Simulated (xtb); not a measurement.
Cl₅Sb (SMILES [Cl][Sb]([Cl])([Cl])([Cl])[Cl]), singlet, geometry from GFN2-xTB; GFN2-xTB with ALPB(toluene) (xtb).

Here is a job for xtb.
```
$ xtb mol.xyz --gfn 2 --alpb toluene --json

# file mol.xyz
6

Sb    -0.00000000     0.00000000    -0.00000000
Cl     1.96949773    -0.36395964    -1.23270781
Cl     1.00843566    -1.01938883     1.91215478
Cl    -1.00843566     1.01938883    -1.91215478
Cl    -1.69224415    -1.63303023     0.02187406
Cl    -0.27725357     1.99698987     1.21083376
```

It wrote (shortened):

```
   ID    Z sym.   atoms
    1   51 Sb     1
    2   17 Cl     2-6

           -------------------------------------------------
          |                Calculation Setup                |
           -------------------------------------------------

           -------------------------------------------------
          |                 G F N 2 - x T B                 |
           -------------------------------------------------

      * Solvation model:               ALPB
        Solvent                        toluene
        Parameter file                 internal GFN2-xTB/ALPB
        Dielectric constant                7.0000E+00
        Reference state                gsolv [1 M gas/solution]
        Free energy shift                  2.2081E-03 Eh       1.3856E+00 kcal/mol
        Temperature                        2.9815E+02 K
        Density                            8.6700E-01 kg/L
        Solvent mass                       7.8110E+01 g/mol
        Interaction kernel             P16
        Born radius scaling (c1)           1.7172E+00
        Born radii integrator          GBOBC
        Born offset                        0.0000E+00 a0       0.0000E+00 AA
        H-bond correction              false
        Ion screening                  false
        Surface tension                    1.0000E-05 Eh       1.5569E+01 dyn/cm
        Grid points                               230 per atom

          ...................................................
          :                      SETUP                      :
          :.................................................:
          :  # basis functions                  60          :
          :  # atomic orbitals                  54          :
          :  # shells                           18          :
          :  # electrons                        40          :
          :  max. iterations                   250          :
          :  Hamiltonian                  GFN2-xTB          :
          :  restarted?                      false          :
          :  GBSA solvation                   true          :
          :  PC potential                    false          :
          :  electronic temp.          300.0000000     K    :
          :  accuracy                    1.0000000          :
          :  -> integral cutoff          0.2500000E+02      :
          :  -> integral neglect         0.1000000E-07      :
          :  -> SCF convergence          0.1000000E-05 Eh   :
[...]
         :: total energy             -25.125440898442 Eh    ::
[...]

     #   Z          covCN         q      C6AA      α(0)
     1  51 Sb       4.079     0.347   359.624    36.101
     2  17 Cl       0.821    -0.049   100.600    15.344
     3  17 Cl       0.820    -0.100   102.186    15.464
     4  17 Cl       0.820    -0.100   102.186    15.464
     5  17 Cl       0.821    -0.049   100.600    15.344
     6  17 Cl       0.821    -0.049   100.600    15.344

 Mol. C6AA /au·bohr⁶  :       4762.708575
 Mol. C8AA /au·bohr⁸  :     269467.960942
 Mol. α(0) /au        :        113.060577

Wiberg/Mayer (AO) data.
largest (>0.10) Wiberg bond orders for each atom

 ---------------------------------------------------------------------------
     #   Z sym  total        # sym  WBO       # sym  WBO       # sym  WBO
 ---------------------------------------------------------------------------
     1  51 Sb   4.665 --     5 Cl   0.962     2 Cl   0.962     6 Cl   0.962
                             4 Cl   0.890     3 Cl   0.890
     2  17 Cl   1.377 --     1 Sb   0.962     4 Cl   0.144     3 Cl   0.144
     3  17 Cl   1.332 --     1 Sb   0.890     5 Cl   0.144     6 Cl   0.144
                             2 Cl   0.144
     4  17 Cl   1.332 --     1 Sb   0.890     5 Cl   0.144     6 Cl   0.144
                             2 Cl   0.144
     5  17 Cl   1.377 --     1 Sb   0.962     4 Cl   0.144     3 Cl   0.144
     6  17 Cl   1.377 --     1 Sb   0.962     4 Cl   0.144     3 Cl   0.144
 ---------------------------------------------------------------------------

Topologies differ in total number of bonds
Writing topology from bond orders to xtbtopo.mol

molecular dipole:
                 x           y           z       tot (Debye)
 q only:       -0.000       0.000      -0.000
   full:       -0.000      -0.000      -0.000       0.000
molecular quadrupole (traceless):
                xx          xy          yy          xz          yz          zz
 q only:        0.616       0.713       0.600      -1.338       1.352      -1.216
  q+dip:        0.872       1.011       0.850      -1.896       1.916      -1.723
   full:        1.127       1.306       1.099      -2.449       2.476      -2.226

           -------------------------------------------------
          | TOTAL ENERGY              -25.125440898442 Eh   |
          | GRADIENT NORM               0.001375080460 Eh/α |
          | HOMO-LUMO GAP               3.303448104415 eV   |
           -------------------------------------------------

normal termination of xtb
```
